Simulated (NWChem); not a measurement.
System: CH₆FNOSi; SMILES F[Si@H](O)CN

The following NWChem deck was run.

```
start job
memory heap 200 mb stack 900 mb global 1100 mb
geometry units angstroms noautoz
  N     -0.002241    -2.270929     0.025779
  C     -0.811743    -1.093609    -0.284841
  Si    -0.031310     0.505078     0.284523
  O      1.446780     0.566258    -0.459729
  F     -0.918266     1.799629    -0.149799
  H      0.112296    -2.377650     1.032332
  H      0.934991    -2.161020    -0.358364
  H     -0.980607    -1.043712    -1.375036
  H     -1.817889    -1.211012     0.152776
  H      0.123455     0.592590     1.766340
  H      2.073031     1.236788    -0.173603
end
basis spherical
  * library 6-31+g*
end
dft
  xc b3lyp
  iterations 150
  vectors input atomic output neutral.movecs
end
task dft energy
charge 1
dft
  odft
  mult 2
  vectors input atomic output cation.movecs
end
task dft energy
charge -1
dft
  odft
  mult 2
  vectors input atomic output anion.movecs
end
task dft energy
```

Excerpt of the output:

```
             Northwest Computational Chemistry Package (NWChem) 7.3.0
             --------------------------------------------------------

 C1  symmetry detected

                             Geometry "geometry" -> ""
                             -------------------------

 Output coordinates in angstroms (scale by  1.889725989 to convert to a.u.)

  No.       Tag          Charge          X              Y              Z
 ---- ---------------- ---------- -------------- -------------- --------------
    1 N                    7.0000    -0.05851683    -2.27836262     0.03095045
    2 C                    6.0000    -0.79253462    -1.06914147    -0.33899918
    3 Si                  14.0000    -0.01129414     0.49442775     0.31976161
    4 O                    8.0000     1.53091804     0.50729387    -0.28341342
    5 F                    9.0000    -0.80662662     1.82475606    -0.17909877
    6 H                    1.0000    -0.04213450    -2.39811287     1.04240907
    7 H                    1.0000     0.91376851    -2.19991285    -0.26325443
    8 H                    1.0000    -0.85723561    -1.00342289    -1.43946488
    9 H                    1.0000    -1.83863939    -1.15299454     0.00196319
   10 H                    1.0000     0.00787299     0.56309449     1.81050293
   11 H                    1.0000     2.15160677     1.15159179     0.06771985

 Effective nuclear repulsion energy (a.u.)     250.1926726795

                                 NWChem DFT Module
                                 -----------------

 Summary of "ao basis" -> "ao basis" (spherical)
 ------------------------------------------------------------------------------
       Tag                 Description            Shells   Functions and Types
 ---------------- ------------------------------  ------  ---------------------
 N                          6-31+g*                  8       18   4s3p1d
 C                          6-31+g*                  8       18   4s3p1d
 Si                         6-31+g*                 10       22   5s4p1d
 O                          6-31+g*                  8       18   4s3p1d
 F                          6-31+g*                  8       18   4s3p1d
 H                          6-31+g*                  2        2   2s

            General Information
            -------------------
          SCF calculation type: DFT
          Wavefunction type:  closed shell.
          No. of atoms     :    11
          No. of electrons :    50
           Alpha electrons :    25
            Beta electrons :    25
          Charge           :     0
          Spin multiplicity:     1
          Use of symmetry is: off; symmetry adaption is: off
          Maximum number of iterations: 150
          AO basis - number of functions:   106
                     number of shells:    54
          Convergence on energy requested:  1.00D-06
          Convergence on density requested:  1.00D-05
          Convergence on gradient requested:  5.00D-04

              XC Information
              --------------
                         B3LYP Method XC Potential
                     Hartree-Fock (Exact) Exchange  0.200
                        Slater Exchange Functional  0.800 local
                    Becke 1988 Exchange Functional  0.720 non-local
              Lee-Yang-Parr Correlation Functional  0.810
                  VWN I RPA Correlation Functional  0.190 local

             Grid Information
             ----------------
          Grid used for XC integration:  medium
          Radial quadrature: Mura-Knowles
          Angular quadrature: Lebedev.
          Tag              B.-S. Rad. Rad. Pts. Rad. Cut. Ang. Pts.
          ---              ---------- --------- --------- ---------
          N                   0.65       49          12.0       434
          C                   0.70       49          11.0       434
          Si                  1.10       88          11.0       590
          O                   0.60       49          11.0       434
          F                   0.50       49          13.0       434
          H                   0.35       45          12.0       434
          Grid pruning is: on
          Number of quadrature shells:   554
          Spatial weights used:  Erf1

      Superposition of Atomic Density Guess
      -------------------------------------

 Sum of atomic energies:        -557.90130460

      Non-variational initial energy
      ------------------------------

 Total energy =    -559.925550
 1-e energy   =   -1266.952884
 2-e energy   =     456.834662
 HOMO         =      -0.282997
 LUMO         =       0.025231

   convergence    iter        energy       DeltaE   RMS-Dens  Diis-err
 ---------------- ----- ----------------- --------- --------- ---------
 d= 0,ls=0.0,diis     1   -561.0338097244 -8.11D+02  1.67D-02  9.45D-01
 d= 0,ls=0.0,diis     2   -560.9793113336  5.45D-02  8.92D-03  1.75D+00
 d= 0,ls=0.0,diis     3   -561.1342545868 -1.55D-01  1.66D-03  3.49D-02
 d= 0,ls=0.0,diis     4   -561.1370425472 -2.79D-03  6.65D-04  2.32D-03
 d= 0,ls=0.0,diis     5   -561.1372554707 -2.13D-04  1.66D-04  5.42D-04
  Resetting Diis
 d= 0,ls=0.0,diis     6   -561.1373133113 -5.78D-05  3.22D-05  7.02D-06
 d= 0,ls=0.0,diis     7   -561.1373141116 -8.00D-07  1.55D-05  7.28D-07
 d= 0,ls=0.0,diis     8   -561.1373140396  7.20D-08  6.63D-06  1.59D-06

         Total DFT energy =     -561.137314039577
      One electron energy =    -1271.297672400580
           Coulomb energy =      514.646016985883
    Exchange-Corr. energy =      -54.678331304352
 Nuclear repulsion energy =      250.192672679473

 Numeric. integr. density =       50.000008441866

                       DFT Final Molecular Orbital Analysis
                       ------------------------------------

 Vector   23  Occ=2.000000D+00  E=-3.574527D-01
              MO Center=  8.9D-01,  3.5D-01, -8.5D-02, r^2= 2.6D+00
   Bfn.  Coefficient  Atom+Function         Bfn.  Coefficient  Atom+Function
  ----- ------------  ---------------      ----- ------------  ---------------
    62      0.433215   4 O  py               66      0.297408   4 O  py
    61     -0.220781   4 O  px               63     -0.182681   4 O  pz
    45     -0.158844   3 Si pz               65     -0.146441   4 O  px
    81      0.145069   5 F  pz               79     -0.143707   5 F  px
    67     -0.130923   4 O  pz              104     -0.119702  10 H  s

 Vector   24  Occ=2.000000D+00  E=-3.431933D-01
              MO Center=  6.1D-01,  3.7D-01,  4.0D-01, r^2= 3.1D+00
   Bfn.  Coefficient  Atom+Function         Bfn.  Coefficient  Atom+Function
  ----- ------------  ---------------      ----- ------------  ---------------
    63      0.430073   4 O  pz               67      0.295206   4 O  pz
   104     -0.290572  10 H  s               103     -0.226905  10 H  s
    45     -0.196406   3 Si pz               46     -0.173295   3 Si s
    81      0.141678   5 F  pz               62     -0.102094   4 O  py
    85      0.097531   5 F  pz               56     -0.095576   3 Si d  0

 Vector   25  Occ=2.000000D+00  E=-2.402781D-01
              MO Center= -2.4D-01, -1.8D+00, -5.0D-02, r^2= 2.3D+00
   Bfn.  Coefficient  Atom+Function         Bfn.  Coefficient  Atom+Function
  ----- ------------  ---------------      ----- ------------  ---------------
     4      0.401417   1 N  py                8      0.317716   1 N  py
    28     -0.276982   2 C  s                10      0.228844   1 N  s
     3      0.214778   1 N  px                5      0.211749   1 N  pz
     6     -0.193563   1 N  s                22     -0.193172   2 C  py
    46     -0.189323   3 Si s                42     -0.172978   3 Si s

 Vector   26  Occ=0.000000D+00  E=-1.544500D-02
              MO Center=  1.7D+00,  7.3D-01,  4.5D-01, r^2= 7.7D+00
   Bfn.  Coefficient  Atom+Function         Bfn.  Coefficient  Atom+Function
  ----- ------------  ---------------      ----- ------------  ---------------
    50      1.477022   3 Si s                68     -1.132507   4 O  s
    51      0.799013   3 Si px              106      0.456723  11 H  s
    49     -0.425320   3 Si pz               47      0.414331   3 Si px
    46      0.390107   3 Si s                64     -0.379589   4 O  s
    10     -0.314576   1 N  s                29     -0.288263   2 C  px

 Vector   27  Occ=0.000000D+00  E=-4.045813D-03
              MO Center=  4.4D-02, -7.3D-01,  8.5D-01, r^2= 1.0D+01
   Bfn.  Coefficient  Atom+Function         Bfn.  Coefficient  Atom+Function
  ----- ------------  ---------------      ----- ------------  ---------------
    50      1.482520   3 Si s                10     -1.163637   1 N  s
    52     -1.116359   3 Si py               30     -0.960370   2 C  py
    28     -0.696515   2 C  s                48     -0.549916   3 Si py
     6     -0.455737   1 N  s                51     -0.449662   3 Si px
    86      0.402622   5 F  s                46     -0.276791   3 Si s

 Vector   28  Occ=0.000000D+00  E= 9.992486D-03
              MO Center= -1.8D+00,  4.4D-01, -5.0D-02, r^2= 8.8D+00
   Bfn.  Coefficient  Atom+Function         Bfn.  Coefficient  Atom+Function
  ----- ------------  ---------------      ----- ------------  ---------------
    50      2.567532   3 Si s                28     -1.580239   2 C  s
    51     -0.957183   3 Si px               30     -0.868832   2 C  py
    10     -0.485379   1 N  s                24     -0.441120   2 C  s
    53     -0.442605   3 Si pz               29     -0.320341   2 C  px
    47     -0.312426   3 Si px               52     -0.263929   3 Si py

     Multipole analysis of the density
     ---------------------------------

     L   x y z        total         alpha         beta         nuclear
     -   - - -        -----         -----         ----         -------
     0   0 0 0      0.000000    -25.000000    -25.000000     50.000000

[...]
```

Level: B3LYP/6-31+G* (spherical d), vertical spin-unrestricted ions. The geometry was optimised at PBE0/def2-SVP.
